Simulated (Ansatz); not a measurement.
`C#[C][InH][Cl]` + CH₃OH → `C[O][InH][Cl]` + acetylene at 500 K and 1 bar (ligand exchange at the In–C bond).

Gas-phase electronic energies from Ansatz, PBE0-D4/def2-TZVP geometries. CCSD(T)/CBS adds triple-zeta CCSD(T) − MP2 to the extrapolated MP2 energy (def2 sets, frozen cores). This one scheme is used for every species. def2 core potentials past Kr. For In outer-core shells are correlated without core-valence functions, which leaves a few kJ/mol of doubt a bond. One conformer a species, not always the lowest.

```
         species  CCSD(T)/CBS energy (Eh)  H − E (kJ/mol)  S (J/(mol·K))
`C#[C][InH][Cl]`               -726.87417           104.2          388.4
           CH₃OH               -115.61712           157.0          265.4
 `C[O][InH][Cl]`               -765.26650           168.4          411.1
           `C#C`                -77.22717            90.7          225.3
```

H − E and S are ideal-gas, rigid-rotor, harmonic terms from PBE0-D4/def2-TZVP, for one conformer and one mirror image of each species. 1 Eh = 2625.50 kJ/mol, R = 8.31446 J/(mol·K).

By hand: ΔE, ΔH, ΔS and ΔG.

ΔE = (-765.26650) + (-77.22717) − (-726.87417) − (-115.61712) = -0.00238 Eh = -6.2 kJ/mol. Δ(H − E) = 168.4 + 90.7 − 104.2 − 157.0 = -2.1, so ΔH = -8.3 kJ/mol. ΔS = 411.1 + 225.3 − 388.4 − 265.4 = -17.4 J/(mol·K). ΔG = -8.3 − 500 × (-17.4)/1000 = 0.4 kJ/mol.

By hand: the equilibrium constant, and the temperature at which ΔG would vanish if ΔH and ΔS stayed fixed.

log₁₀ K = −ΔG/(RT ln 10) = 0.0. ΔG = 0 at ΔH/ΔS = 477 K, though so small a ΔH makes that figure unsure.

TΔS isn't small against ΔH here. The sign of ΔG lies within the doubt. A doubt of 5 kJ/mol in ΔE shifts log₁₀ K by 0.5 here. Other conformers and mirror images would add mixing entropy, several J/(mol·K) or more a flexible species. These are equilibria of isolated gas molecules and say nothing of rates. Largest T1 diagnostic: 0.016 (customary marks: 0.02 for closed shells, 0.045 for open ones).
